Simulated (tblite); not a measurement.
Compound: C₅H₁₁NOSi.
Cartesian coordinates in Å at the GFN2-xTB level; atoms count from 1:
```
atom  x, y, z in Å
C1    -1.7540   -1.4558   -0.8887
C2    -0.9973   -0.7126    0.2072
C3    -1.3062    0.7479    0.1939
N4    -1.4115    1.3868    1.2696
C5     0.5218   -0.8996    0.0459
O6     0.9817   -1.5358   -0.8703
C7     1.3536   -0.2321    1.0761
Si8    2.2849    1.2314    0.2591
H9    -2.8273   -1.3469   -0.7518
H10   -1.4780   -1.0674   -1.8665
H11   -1.4989   -2.5119   -0.8634
H12   -1.2537   -1.1084    1.1955
H13   -1.4117    1.1805   -0.8108
H14   -1.6104    2.3803    1.1779
H15    2.1094   -0.9319    1.4306
H16    0.7529    0.1114    1.9143
H17    1.3183    2.2160   -0.2306
H18    3.0897    0.7274   -0.8485
H19    3.1268    1.8299    1.2945
```

Computed with GFN2-xTB (tblite): harmonic, unscaled wavenumbers at the GFN2-xTB geometry, gas phase. The method is semi-empirical: single wavenumbers can be off by several per cent or more. Modes of hydrogen on silicon can be 10 to 20 % off. One conformer, not necessarily the lowest.

Harmonic wavenumbers (cm⁻¹): 35.1, 70.5, 74.1, 100.6, 141.0, 163.5, 221.9, 272.0, 305.0, 374.6, 463.2, 511.2, 520.8, 591.9, 627.8, 724.6, 743.4, 760.5, 781.8, 788.8, 821.0, 862.3, 932.5, 1008.9, 1038.7, 1055.1, 1080.1, 1116.4, 1138.1, 1185.8, 1204.3, 1234.0, 1285.1, 1370.3, 1408.1, 1435.9, 1486.2, 1494.2, 1718.5, 1750.5, 2268.5, 2280.8, 2317.8, 2836.5, 2942.5, 2996.1, 3025.4, 3037.8, 3040.8, 3053.2, 3342.0.

A = 2201, B = 1314, C = 935.1 MHz; mass 129.061 u (most abundant isotopes); point group C1, symmetry number 1.

What is the zero-point energy?

½Σν̃ = 32020 cm⁻¹ = 91.55 kcal/mol.

Give the ideal-gas entropy at 400 K and 1 bar in the rigid-rotor, harmonic-oscillator model (classical rotation).

Translation 41.96, rotation 30.04, vibration 44.61: S = 116.6 cal/(mol K).

And Cp and H(400 K) − H(0)?

Cp = 50.38 cal/(mol K), of which vibrations give 42.43 (their classical limit is 51 R = 101.3); H(400 K) − H(0) = 12.08 kcal/mol without the zero-point energy, 8.90 from vibrations.

Blend soft modes into free rotors: weight 1/[1 + (100 cm⁻¹/ν̃)⁴] for the oscillator and the rest for a rotor with moment μB/(μ + B), μ = h/(8π²ν), B = 10⁻⁴⁴ kg m². What vibrational entropy results?

40.25 cal/(mol K) in place of 44.61, which changes −T·S at 400 K by +1.75 kcal/mol.

What must be added to the electronic energy to get the Gibbs energy at 400 K and 1 bar?

ZPE + [H(400 K) − H(0)] − T·S = 91.55 + 12.08 − 46.65 = 56.98 kcal/mol.

How do the functions run with temperature in this model?

```json
{"T (K)": "50", "S (cal/(mol K))": "60.0", "Cp (cal/(mol K))": "14.8", "H − H(0) (kcal/mol)": "0.54", "G − H(0) (kcal/mol)": "-2.46", "ln q(vib)": "0.81"}
{"T (K)": "100", "S (cal/(mol K))": "72.1", "Cp (cal/(mol K))": "20.5", "H − H(0) (kcal/mol)": "1.44", "G − H(0) (kcal/mol)": "-5.78", "ln q(vib)": "2.39"}
{"T (K)": "298.15", "S (cal/(mol K))": "103.3", "Cp (cal/(mol K))": "40.5", "H − H(0) (kcal/mol)": "7.44", "G − H(0) (kcal/mol)": "-23.36", "ln q(vib)": "8.37"}
{"T (K)": "373.15", "S (cal/(mol K))": "113.2", "Cp (cal/(mol K))": "47.9", "H − H(0) (kcal/mol)": "10.76", "G − H(0) (kcal/mol)": "-31.48", "ln q(vib)": "10.50"}
{"T (K)": "500", "S (cal/(mol K))": "128.8", "Cp (cal/(mol K))": "58.6", "H − H(0) (kcal/mol)": "17.54", "G − H(0) (kcal/mol)": "-46.84", "ln q(vib)": "14.02"}
{"T (K)": "750", "S (cal/(mol K))": "155.6", "Cp (cal/(mol K))": "73.6", "H − H(0) (kcal/mol)": "34.20", "G − H(0) (kcal/mol)": "-82.49", "ln q(vib)": "20.60"}
{"T (K)": "1000", "S (cal/(mol K))": "178.2", "Cp (cal/(mol K))": "83.4", "H − H(0) (kcal/mol)": "53.90", "G − H(0) (kcal/mol)": "-124.29", "ln q(vib)": "26.64"}
```

q(vib) and H(0) count from the zero-point level.

Hindered rotation and anharmonicity are outside this model. Other conformers, if any are populated, would add a mixing term that is left out. The structure is chiral; the term R ln 2 for an equal mix with its mirror image is left out.
